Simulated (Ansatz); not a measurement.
`[F][GeH]([F])[GeH3]`, relaxed with RKS PBE-D4/def2-SVP in the Gaussian-basis code of Ansatz from a rough embedded geometry. The force threshold is 0.03 eV/Å; the program also tests the step.

The species carries charge 0 and has multiplicity 1.

Start:

```xyz
8

F    -1.672   -0.785    1.617
Ge   -1.020    0.362    0.417
F    -0.754    1.901    1.211
Ge    1.001   -0.362   -0.483
H    -2.037    0.547   -0.738
H     0.855   -1.766   -1.196
H     1.575    0.647   -1.493
H     2.052   -0.545    0.664
```

Question: By how much does the energy fall, and how many steps does the optimiser take? (Estimate.)

Answer: Ansatz gave: 18.01 kJ/mol, in 4 steps.

Question: Which bonds change most? (An estimate is asked.)

Answer: The calculation gave: Ge2–Ge4 from 2.327 to 2.436 Å; Ge4–H6 from 1.581 to 1.548 Å; F1–Ge2 from 1.784 to 1.758 Å; Ge4–H8 from 1.567 to 1.545 Å.

Question: Give the relaxed structure. (An estimate is asked.)

Answer: Ansatz gave: 
```xyz
8

F    -1.610   -0.756    1.558
Ge   -1.055    0.374    0.331
F    -0.784    1.873    1.208
Ge    1.097   -0.410   -0.496
H    -2.264    0.628   -0.613
H     0.907   -1.780   -1.190
H     1.656    0.619   -1.509
H     2.053   -0.548    0.710
```
